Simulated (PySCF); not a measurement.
Sr⁺ (strontium, charge +1) across methods

[Kr] 4d1, 2D determinant (an excited configuration). Calculation: PySCF 2.14, in dyall-av2z (22s16p11d, 125 functions); no relativity, point nucleus.

| method | E (hartree) | mean ε 4p α (eV) | mean ε 4p β (eV) | mean ε 4d α (eV) | Σ⟨r²⟩ (bohr²) | ⟨S²⟩ |
| --- | --- | --- | --- | --- | --- | --- |
| LDA | -3129.18 | -27.374 | -27.029 | -6.260 | 38.33 | 0.750 |
| PBE0 | -3132.80 | -29.195 | -28.712 | -7.083 | 38.10 | 0.750 |
| PBE | -3132.69 | -27.243 | -26.868 | -6.325 | 38.46 | 0.750 |
| TPSSh | -3133.00 | -28.198 | -27.758 | -6.579 | 38.17 | 0.750 |
| BP86 | -3133.43 | -27.331 | -26.989 | -6.433 | 38.34 | 0.750 |
| r2SCANh | -3133.11 | -28.526 | -28.077 | -6.681 | 37.95 | 0.750 |
| r2SCAN | -3133.10 | -27.829 | -27.414 | -6.379 | 38.02 | 0.750 |
| UHF | -3131.30544 | -34.096 | -33.302 | -8.805 | 38.61 | 0.751 |

A non-relativistic calculation at this Z misses sizeable relativistic shifts.
